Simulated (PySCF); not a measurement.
Compound: C5H16N2Si.
SMILES: `CCN(C)[SiH2]N(C)C`

Torsions of this conformer, `[CH3:1][CH2:2][N:3]([CH3:4])[SiH2:5][N:6]([CH3:7])[CH3:8]`: C1–C2–N3–C4 -71°, C2–N3–Si5–N6 51°, N3–Si5–N6–C7 51°.

The closed-shell ground state was solved at several levels (PySCF, density fitting, gas phase, non-relativistic). One conformer (not necessarily the lowest) at the PBE0-D3(BJ)/def2-SVP geometry, without solvent, vibrations or thermal averaging.

| level | basis functions | HOMO (eV) | LUMO (eV) | gap (eV) | dipole (D) |
| --- | --- | --- | --- | --- | --- |
| HF/pcSseg-1 | 223 | -9.37 | 4.10 | 13.47 | 0.78 |
| CAM-B3LYP/def2-SVPD | 292 | -7.56 | 1.22 | 8.78 | 0.80 |

(1) What might PBE0/pcSseg-1 (223 basis functions) give for the same quantities?

(2) Over all these levels, which gives the widest orbital gap and which the narrowest?

(3) How far do the dipole and the HOMO energy spread over the levels?

## Answers

(1) HOMO -6.19 eV, LUMO 1.22 eV, gap 7.41 eV, dipole 0.87 D.

(2) HF/pcSseg-1 (Hartree–Fock, all exact exchange) has the widest, 13.47 eV, and PBE0/pcSseg-1 (global hybrid, 25 % exact exchange) the narrowest, 7.41 eV. The two share the basis. From the narrowest to the widest the HOMO moves by -3.18 eV and the LUMO by +2.88 eV. The HOMO need not be the same orbital at Hartree–Fock and at DFT levels.

(3) The dipole runs from 0.78 to 0.87 D (mean 0.82 D) and the HOMO from -9.37 to -6.19 eV.
